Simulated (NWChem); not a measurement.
C2H5BO3; SMILES CC(=O)OBO

```xyz
11

B     -0.4046    -1.4377     0.1582
H     -1.5343    -1.3644     0.5801
O      0.3893    -0.3132    -0.0800
C     -0.1269     0.9709    -0.1368
C      0.9663     1.9910     0.0547
O     -1.2935     1.2049    -0.3411
H      0.5484     3.0095    -0.0175
H      1.7543     1.8460    -0.7113
H      1.4503     1.8446     1.0414
O      0.1508    -2.6573    -0.0492
H      1.0609    -2.5830    -0.3968
```
Atoms are numbered in this order, from 1.

Level: PBE-D3(BJ)/def2-SVP (NWChem), optimised geometry, unscaled harmonic frequencies. 

```tsv
frequency (cm⁻¹)	IR intensity (km/mol)
65	3.0
110	0.5
113	0.1
181	0.3
361	1.7
448	9.3
565	1.2
619	18.4
650	131.7
829	103.3
879	17.4
950	24.7
1002	32.9
1007	4.3
1051	9.9
1173	103.8
1203	586.6
1322	176.0
1384	42.2
1391	319.0
1395	10.0
1823	220.1
2627	80.4
2991	0.4
3074	1.1
3129	2.4
3700	46.6
```

The zero-point energy is 48.6 kcal/mol and the thermal correction to the enthalpy at 298.15 K (with zero-point energy) comes out as 53.7 kcal/mol. The heat capacity Cv is 23.2 cal/(mol K) and the entropy at 298.15 K and 1 atm (symmetry number 1) is 83.2 cal/(mol K). The dipole moment is 3.36 D.

Rigid rotor and harmonic oscillator; modes under 100 cm⁻¹ make the entropy uncertain.
